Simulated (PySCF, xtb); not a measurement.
C3H6F2Si, SMILES F/C=C\[SiH2]CF.

xtb with GFN2-xTB at its own geometry gives an orbital gap of 4.20 eV and a dipole moment of 3.41 D.

Coordinates come from a ωB97X-D3(BJ)/def2-SVP optimisation. The structure was generated by enumeration; whether it is a known compound was not checked. The values are those of a single conformer.

Question: What does PySCF with PBE0/def2-TZVP give? (Estimate from the structure and the level; the computed values follow.)

Answer: gap 7.43 eV (levels -7.96 and -0.53 eV), dipole 2.85 D.
